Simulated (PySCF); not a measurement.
## Frontier levels across methods

Compound: B2Cl2H6N2.
Cartesian coordinates in Å at the PBE0-D3(BJ)/def2-SVP level; atoms count from 1:
```xyz
12
B2Cl2H6N2 angstrom
N     -0.597    1.454   -0.350
B      0.182    0.179   -0.353
N     -0.948   -1.064   -0.293
B      1.304   -0.106    0.894
Cl     2.499    1.086    1.400
Cl     1.378   -1.674    1.756
H     -0.386    2.097    0.405
H     -0.570    1.978   -1.218
H      0.786   -0.059   -1.407
H     -0.695   -1.870   -0.864
H     -1.822   -0.659   -0.633
H     -1.093   -1.398    0.663
```

Basis pcSseg-1 throughout (PySCF), one geometry. Geometry: PBE0-D3(BJ)/def2-SVP, one conformer, isolated molecule.

**Question.** How do the orbital energies, the gap and the dipole change with the method?

**Answer.** 
```
   method                    kind  HOMO (eV)  LUMO (eV)  gap (eV)  μ (D)  SCF cycles
     BLYP                     GGA      -4.98      -1.62      3.37   4.36          15
     OPBE                     GGA      -5.11      -1.70      3.41   4.54          14
      PBE                     GGA      -5.13      -1.81      3.32   4.42          14
    B97-D                     GGA      -5.14      -1.64      3.50   4.46          14
     BP86                     GGA      -5.25      -1.89      3.36   4.47          14
      KT3                     GGA      -5.27      -1.76      3.51   4.43          14
      LDA                     LDA      -5.29      -2.05      3.24   4.43          14
      KT2                     GGA      -5.30      -1.85      3.45   4.41          14
    B3LYP           global hybrid      -6.30      -1.09      5.21   4.49          13
    B97-2           global hybrid      -6.30      -0.93      5.37   4.56          12
     PBE0           global hybrid      -6.57      -0.94      5.63   4.56          13
 mPW1PW91           global hybrid      -6.61      -0.95      5.66   4.57          12
BHandHLYP           global hybrid      -7.92       0.11      8.03   4.61          12
CAM-B3LYP  range-separated hybrid      -7.98       0.20      8.18   4.54          12
  wB97X-D  range-separated hybrid      -8.51       0.86      9.37   4.65          13
  LC-wPBE  range-separated hybrid      -9.41       1.28     10.69   4.65          14
       HF            Hartree–Fock     -10.14       2.63     12.78   4.78          10
```

The HOMO spans 5.16 eV, from BLYP down to HF, and the gap runs from 3.24 eV (LDA) to 12.78 eV (HF). Over the methods BLYP (0 %), OPBE (0 %), PBE (0 %), B97-D (0 %), BP86 (0 %), KT3 (0 %), LDA (0 %), KT2 (0 %), B3LYP (20 %), B97-2 (21 %), PBE0 (25 %), mPW1PW91 (25 %), BHandHLYP (50 %), HF (100 %), a straight line through the gap against the share of exact exchange rises by 0.94 eV for each 10 % (correlation coefficient 1.000). The dipole ranges from 4.36 D (BLYP) to 4.78 D (HF). This basis has no diffuse functions.
